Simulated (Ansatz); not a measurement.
`P[PH][GaH2]` + H₂ → `[PH2][GaH2]` + PH₃ at 700 K and 1 bar (hydrogenolysis of a P–P bond).

Gas-phase electronic energies from Ansatz, PBE0-D4/def2-TZVP geometries. CCSD(T)/CBS is the MP2 limit (def2-TZVPP, def2-QZVPP) plus CCSD(T) − MP2 in def2-TZVPP, frozen cores. This one scheme is used for every species. For Ga outer-core shells are correlated without core-valence functions, which leaves a few kJ/mol of doubt a bond. Scalar relativity is left out up to krypton. Each species was taken in one conformer, which may not be the lowest.

```json
{"species": "`P[PH][GaH2]`", "CCSD(T)/CBS energy (Eh)": "-2608.80809", "H − E (kJ/mol)": "176.7", "S (J/(mol·K))": "434.8"}
{"species": "H₂", "CCSD(T)/CBS energy (Eh)": "-1.17544", "H − E (kJ/mol)": "46.8", "S (J/(mol·K))": "155.3"}
{"species": "`[PH2][GaH2]`", "CCSD(T)/CBS energy (Eh)": "-2267.26620", "H − E (kJ/mol)": "129.7", "S (J/(mol·K))": "362.4"}
{"species": "PH₃", "CCSD(T)/CBS energy (Eh)": "-342.72256", "H − E (kJ/mol)": "91.5", "S (J/(mol·K))": "248.3"}
```

H − E and S are ideal-gas, rigid-rotor, harmonic terms from PBE0-D4/def2-TZVP, for one conformer and one mirror image of each species. The MP2-based limit puts H₂ 0.8 mEh under its directly extrapolated value; such offsets cancel only in part. 1 Eh = 2625.50 kJ/mol, R = 8.31446 J/(mol·K).

By hand: ΔE, ΔH, ΔS and ΔG.

ΔE = (-2267.26620) + (-342.72256) − (-2608.80809) − (-1.17544) = -0.00523 Eh = -13.7 kJ/mol. Δ(H − E) = 129.7 + 91.5 − 176.7 − 46.8 = -2.3, so ΔH = -16.0 kJ/mol. ΔS = 362.4 + 248.3 − 434.8 − 155.3 = 20.6 J/(mol·K). ΔG = -16.0 − 700 × (20.6)/1000 = -30.4 kJ/mol.

By hand: the equilibrium constant, and the temperature at which ΔG would vanish if ΔH and ΔS stayed fixed.

log₁₀ K = −ΔG/(RT ln 10) = 2.3. ΔH and −TΔS have one sign here, so there is no such temperature.

TΔS isn't small against ΔH here. A doubt of 5 kJ/mol in ΔE shifts log₁₀ K by 0.4 here. Other conformers and mirror images would add mixing entropy, several J/(mol·K) or more a flexible species. These are equilibria of isolated gas molecules and say nothing of rates. Largest T1 diagnostic: 0.014 (customary marks: 0.02 for closed shells, 0.045 for open ones).
